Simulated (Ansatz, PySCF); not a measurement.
The pair A = CH5N (SMILES CN) (first 7 atoms), B = CH6Si (SMILES C[SiH3]); geometry from B3LYP-D3(BJ)/def2-TZVP.
(charge 0, multiplicity 1):
```xyz
15

C     -0.979     0.271     0.089
N      0.428     0.158     0.470
H     -1.235    -0.549    -0.584
H     -1.127     1.201    -0.462
H     -1.688     0.256     0.927
H      0.596    -0.706     0.972
H      0.696     0.917     1.084
C      1.472    -0.168     4.214
Si    -0.389    -0.041     4.014
H      1.745    -1.106     4.701
H      1.852     0.652     4.826
H      1.980    -0.130     3.249
H     -0.909    -1.158     3.189
H     -0.763     1.235     3.357
H     -1.053    -0.094     5.339
```

Frozen-core correlation.

The values were computed with Ansatz (Gaussian orbitals); PySCF for the dispersion terms. Each number belongs to the level named beside it.

The monomers are drawn apart, rigid, along the line of their centres of mass. Counterpoise-corrected interaction energies (kcal/mol):

| level | R = 5.118 Å | R = 6.424 Å |
|---|---|---|
| PBE/def2-TZVPPD | -0.2342 | -0.0433 |
| PBE-D3(BJ)/def2-TZVPPD | -0.6827 | -0.1569 |
| wB97M-V/def2-TZVPPD | -0.4651 | -0.1252 |
| CCSD(T)/aug-cc-pV(D+d)Z | -0.4457 | -0.1151 |

Question: R is the distance of the centres of mass. Find the local exponent m of E ∝ R⁻ᵐ between the two points.

Answer: 
m = ln(E₁/E₂)/ln(R₂/R₁): PBE/def2-TZVPPD 7.4; PBE-D3(BJ)/def2-TZVPPD 6.5; wB97M-V/def2-TZVPPD 5.8; CCSD(T)/aug-cc-pV(D+d)Z 6.0. For scale, two fixed dipoles give m = 3, dipole and quadrupole 4, quadrupoles 5, and dispersion or dipole-induced dipole 6 at long range; at these distances several terms mix, and what is left of overlap and damping shifts m, so it need not match one of them.

Ansatz is a program for electronic structure.
